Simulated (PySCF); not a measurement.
Mean harmonic wavenumber (cm⁻¹) of eight halogen compounds: PBE-D3(BJ) beside B3LYP-D3(BJ), computed with PySCF for isolated molecules in the bases named; differences from unrounded values. The eight are the first of their class met in an unordered collection, after screening for sound electronic states; none was chosen by its value. Each level has its own optimised geometry.

| molecule | basis | B3LYP-D3(BJ) | PBE-D3(BJ) | difference |
|---|---|---|---|---|
| (E)-2-chlorobut-2-ene (C4H7Cl), SMILES C/C=C(\C)Cl | def2-SVP | 1441 | 1402 | -38 |
| 1-bromo-3-fluoropropa-1,2-diene (C₃H₂BrF), SMILES FC=C=CBr | def2-SVP | 1154 | 1119 | -35 |
| C₃HClF₂, SMILES FC(=C=CF)Cl | def2-SVP | 956 | 925 | -31 |
| 1-chlorobuta-1,2-diene (C4H5Cl), SMILES C(C)=C=CCl | def2-SVP | 1372 | 1335 | -37 |
| C₃H₂Br₂, SMILES BrC=C=CBr | def2-SVP | 1087 | 1055 | -32 |
| C4H4F2, SMILES C1CC(F)=C1F | def2-SVP | 1314 | 1278 | -36 |
| C3H3ClF2, SMILES [C@H]1([C@H]([C@@H]1F)Cl)F | def2-SVP | 1183 | 1147 | -36 |
| C₄H₅Br, SMILES C=C=C(C)Br | def2-SVP | 1357 | 1320 | -37 |

PBE-D3(BJ) lies below B3LYP-D3(BJ) in 8 and above it in 0 of the eight; the mean signed difference is -35 and the largest -38 cm⁻¹.
